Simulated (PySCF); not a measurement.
# A small calculation by hand: oscillator strength and radiative lifetime

C2H3Cl2FSi, SMILES Cl[SiH2]/C(=C\Cl)F.

Geometry: B3LYP-D3(BJ)/def2-SVP. The structure was generated by enumeration; whether it is a known compound was not checked. The values are those of a single conformer.

PySCF with TDDFT-PBE/def2-SVPD puts the first singlet state with f over 0.02 at 5.02 eV (vertical), with the transition dipole (-0.908, 0.434, 0.090) in atomic units.

Task: Find the oscillator strength, the wavelength and the radiative lifetime that this transition would have in vacuum if emission retraced absorption.

Result: 
|μ|² = 1.0209 au, so |μ| = 2.57 D. ΔE = 5.02/27.211 = 0.1845 hartree. f = (2/3) ΔE |μ|² = 0.126 (the program prints 0.126).
λ = 1239.84/5.02 = 247 nm; ν = 40489 cm⁻¹.
Einstein's coefficient A = 0.6670 ν² f s⁻¹ (ν in cm⁻¹) = 1.4e8 s⁻¹, so τ = 1/A = 7.3 ns. This state is S1. The figure is the radiative limit of this one transition; relaxation, internal conversion, crossing to triplets and a medium change what is measured.
